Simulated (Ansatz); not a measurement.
`B[C@@H]1O[C@@]1(F)[SeH]`, charge 0, multiplicity 1.

Problem. Give a relaxed structure at PBE0-D4/def2-TZVP (Ansatz). (Best estimate.)

Solution. Computed: 
Z-matrix (Å, degrees):
```
C
O 1 1.477
C 1 1.485 2 54.0
B 1 1.540 2 118.6 3 -106.7
H 1 1.087 2 111.9 3 104.3
F 3 1.351 1 118.6 2 -106.2
Se 3 1.936 1 123.3 2 104.1
H 4 1.195 1 118.2 2 -174.2
H 4 1.190 1 120.7 2 7.3
H 7 1.468 3 93.3 1 101.1
```
This is one stationary point; other conformers may exist.
